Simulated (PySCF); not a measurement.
**Vertical excitation energies**

C7H8OP2.
SMILES: `CC(=O)c1cpc(C)pc1`

Computed, not measured: PySCF 2.14.0, density-fitted response routines, TDDFT wB97X-D/def2-SVPD, vertical, gas phase, core orbitals frozen in the response. One conformer (not necessarily the lowest) at the PBE0-D3(BJ)/def2-SVP geometry, without solvent, vibrations or thermal averaging. Torsions of this conformer, `[CH3:1][C:2](=[O:3])[c:4]1[cH:5][p:6][c:7]([CH3:8])[p:9][cH:10]1`: C1–C2–C4–C5 -179°.

```tsv
state	E (eV)	λ (nm)	ν̃ (cm⁻¹)	f	|μ| (D)	main configurations (H = HOMO, L = LUMO)
S1	3.82	324.3	30840	0.0000	0.04	H-3→L (76%), H-3→L+2 (18%)
S2	3.98	311.7	32080	0.0060	0.63	H→L (61%), H-2→L+1 (31%)
S3	4.04	306.8	32600	0.0005	0.19	H-1→L (91%)
S4	4.18	296.9	33680	0.017	1.03	H-1→L+1 (94%)
S5	4.58	270.7	36940	0.016	0.95	H-2→L (51%), H→L+1 (38%)
S6	4.98	249.1	40150	0.0010	0.23	H-3→L+1 (84%), H-4→L+1 (11%)
S7	5.12	242.3	41270	0.470	4.92	H→L+1 (45%), H-2→L (32%), H-2→L+1 (10%)
S8	5.16	240.4	41600	0.258	3.63	H-2→L+1 (51%), H→L (26%), H-2→L (8%)
S9	5.39	230.0	43490	0.0070	0.58	H-4→L (75%), H-3→L+2 (14%)
S10	6.01	206.3	48470	0.0001	0.07	H-4→L+1 (79%), H-3→L+1 (12%)
```

Triplets, Tamm–Dancoff:

| state | E (eV) | λ (nm) | main configurations (H = HOMO, L = LUMO) |
| --- | --- | --- | --- |
| T1 | 2.88 | 430.1 | H→L+1 (54%), H-2→L (31%) |
| T2 | 3.38 | 366.4 | H-3→L (63%), H-3→L+2 (20%) |
| T3 | 3.41 | 363.2 | H→L (73%), H-2→L+1 (12%) |
| T4 | 3.46 | 358.0 | H-2→L (57%), H→L+1 (34%) |

The lowest singlet lies at 3.82 eV (324 nm, ultraviolet) and is dark (f under 0.0005); its leading configuration is HOMO-3→LUMO (76%). The most intense listed level is S7 at 5.12 eV (242 nm, f = 0.470), 1.29 eV above S1. Löwdin shares by element: HOMO carbon 42% or more, phosphorus 38% (atoms not listed hold the other 20%); LUMO carbon 31% or more, phosphorus 11% or more, oxygen 10% (atoms not listed hold the other 47%). Weighted by f, the mean energy of these states is 5.09 eV. The oscillator strengths of these states sum to 0.775; summed over the whole spectrum of an exact calculation they would give the number of electrons, 88 (Thomas–Reiche–Kuhn). Orbital energies (eV): HOMO-3 -9.54, HOMO-2 -9.33, HOMO-1 -9.29, HOMO -9.17, LUMO -0.83, LUMO+1 -0.59, LUMO+2 1.31. All these states lie below the vertical ionisation energy of 9.15 eV (ΔSCF). The window holds the lowest 10 singlets.

The run took 9.4 min wall on an Arm Neoverse V1 with one thread, shared host with 64 logical CPUs at a one-minute load of 20, and the process peaked at 1.3 GiB of memory.
